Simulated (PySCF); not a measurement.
Species: `o1c(c(CCC)cn1)[SiH3]`. The columns A, B, C and D hold Mulliken, IAO, Hirshfeld and ESP-fitted charges (e) of one PBE0/pcSseg-1 density (PySCF), in a shuffled order. Coordinates in Å (GFN2-xTB); the density's dipole moment is (-1.44, -3.03, 0.10) D.

| atom | x | y | z | A | B | C | D |
| --- | --- | --- | --- | --- | --- | --- | --- |
| C1 | -2.246 | -0.101 | -0.719 | -0.451 | -0.420 | -0.120 | -0.274 |
| C2 | -1.247 | -1.137 | -0.222 | +0.433 | -0.238 | -0.062 | -0.283 |
| C3 | -0.505 | -0.664 | 1.034 | -0.498 | -0.263 | -0.066 | -0.077 |
| C4 | 0.312 | 0.550 | 0.763 | -0.070 | -0.068 | -0.027 | -0.449 |
| C5 | 0.056 | 1.883 | 1.162 | +0.173 | -0.067 | -0.013 | +0.182 |
| N6 | 0.978 | 2.692 | 0.720 | -0.384 | -0.124 | -0.117 | -0.124 |
| O7 | 1.859 | 1.942 | 0.022 | -0.067 | -0.136 | -0.029 | -0.288 |
| C8 | 1.476 | 0.652 | 0.036 | +0.148 | -0.118 | -0.038 | +0.045 |
| Si9 | 2.547 | -0.578 | -0.891 | +0.279 | +0.608 | +0.325 | +0.522 |
| H10 | -2.984 | 0.117 | 0.050 | +0.103 | +0.134 | +0.038 | +0.106 |
| H11 | -2.767 | -0.465 | -1.602 | +0.098 | +0.144 | +0.043 | +0.120 |
| H12 | -1.741 | 0.827 | -0.979 | +0.126 | +0.142 | +0.033 | +0.132 |
| H13 | -0.514 | -1.348 | -1.005 | -0.086 | +0.126 | +0.034 | +0.133 |
| H14 | -1.771 | -2.067 | 0.008 | -0.042 | +0.135 | +0.040 | +0.119 |
| H15 | 0.147 | -1.467 | 1.386 | +0.131 | +0.149 | +0.043 | +0.139 |
| H16 | -1.229 | -0.440 | 1.821 | +0.161 | +0.141 | +0.045 | +0.118 |
| H17 | -0.757 | 2.259 | 1.750 | +0.121 | +0.175 | +0.071 | +0.090 |
| H18 | 2.051 | -0.686 | -2.266 | -0.051 | -0.111 | -0.069 | -0.067 |
| H19 | 3.923 | -0.095 | -0.862 | -0.062 | -0.096 | -0.062 | -0.063 |
| H20 | 2.407 | -1.866 | -0.208 | -0.061 | -0.112 | -0.068 | -0.080 |

Task: Which column most likely holds the ESP-fitted charges?

Result: A. Σ q r misses the density's dipole by 0.05 D (A), 0.76 D (B), 1.52 D (D), 1.77 D (C). Charges fitted to the outside potential are the only set here that is tied to the molecule's multipoles.

Task: And the Hirshfeld charges?

Result: C. The mean sizes are 0.067 e (C), 0.171 e (D), 0.175 e (B), 0.177 e (A), and Hirshfeld charges are commonly the smallest of these schemes.

As computed, A = ESP-fitted, B = IAO, C = Hirshfeld, D = Mulliken. Hydrogens on carbon: ESP-fitted -0.09 to +0.16, IAO +0.13 to +0.18, Hirshfeld +0.03 to +0.07, Mulliken +0.09 to +0.14 e.

The ESP scheme fits charges at the nuclei, held to the total charge, to the electrostatic potential on points at 1.4 to 2.0 times the van der Waals radii. The IAO scheme projects the occupied orbitals on a minimal set of polarised atomic orbitals and counts the electrons in each atom's part of it.

One conformer (not necessarily the lowest) at the GFN2-xTB geometry, without solvent, vibrations or thermal averaging.

Conformer computed: `[CH3:1][CH2:2][CH2:3][c:4]1[cH:5][n:6][o:7][c:8]1[SiH3:9]`: C1–C2–C3–C4 -63°, C2–C3–C4–C5 106°.
